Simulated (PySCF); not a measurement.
Structure from NMR data

The spectra below were simulated for a compound C$_{7}$H$_{10}$O.

1H NMR (600 MHz, computed): δ 9.42 (s, 1H), 5.99 (m, 2H), 5.73 (m, 2H), 5.39 (m, 2H), 1.39 (s, 3H).

13C{1H} NMR (computed): δ 202.2, 150.7 (2C), 126.9 (2C), 60.1, 24.3.

Theory: shielding tensors at PBE0/pcSseg-1 (GIAO), structure optimised with GFN2-xTB, in PySCF (equivalent nuclei averaged, non-relativistic Hamiltonian, one conformer, isolated molecule).

References, each an isolated molecule treated in the same way: 1H and 13C vs TMS.

Q: Propose a structure and justify it.

A: 
- The formula gives 3 degrees of unsaturation (no ring in the answer).
- 5 carbon signals for 7 carbons: some carbons are equivalent by symmetry or fast rotation.
- Carbon types of the structure: 1 × C, 3 × CH, 2 × CH2, 1 × CH3, which accounts for all hydrogens.
- δC 202.2: aldehyde carbonyl carbon; low-lying n→π* states of the double bond to the heteroatom give a large paramagnetic term (-266 ppm).
- δC 150.7: alkene CH; as expected for a trigonal carbon in a double bond.
- δC 126.9: terminal =CH2 carbon; an sp2 carbon of a C=C bond.
- δC 60.1: quaternary sp3 carbon α to a carbonyl.
- δC 24.3: methyl carbon; a saturated carbon with 1 carbon neighbour and no heteroatom attached.
- δH 9.42: hydrogen on an aldehyde carbonyl carbon; deshielded by the polar, anisotropic C=O bond.
- δH 5.73, 5.39: hydrogen on a terminal =CH2 carbon; attached to an sp2 carbon and in the plane of the double bond.

The compound is `C=CC(C)(C=C)C=O`.

The shifts were computed for this structure.

Shifts are as computed. Against solution values, carbons near 30 ppm lie about +3 ppm off and those near 130 ppm about +5 ppm. Of 1211 compounds with measured shifts, 218 miss one by over three times the rms of a fit or turn the order of signals round; such compounds aren't used in these exercises. Multiplicities follow the n + 1 count of equivalent neighbours, as no J values were calculated; m marks all less simple cases, F and P coupling included.
